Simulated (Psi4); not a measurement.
The Psi4 input:
```
memory 2 GB

molecule {
0 2
C    -1.82151326   -0.03155700   -0.00175844
Te    0.33619276    0.00582441    0.00032455
H    -2.17033767   -0.80747138   -0.66869850
H    -2.18194684   -0.23023642    0.99781385
H    -2.20065958    0.92418062   -0.33544138
}

set {
  basis def2-svp
  reference uks
}

energy('bp86')
print_variables()
```

### Question
What does this run give for the number of basis functions, dipole moment, <S^2>, total energy?

### Answer

```yaml
number_of_basis_functions: 55
dipole_moment: 1.19 D
"<S^2>": 0.752
total_energy: -307.9966 Eh
```

These values belong to the state on which the SCF converged, which isn't shown to be the lowest.

### Question
Roughly what does it cost on one core?

### Answer
very roughly 19 core-seconds.
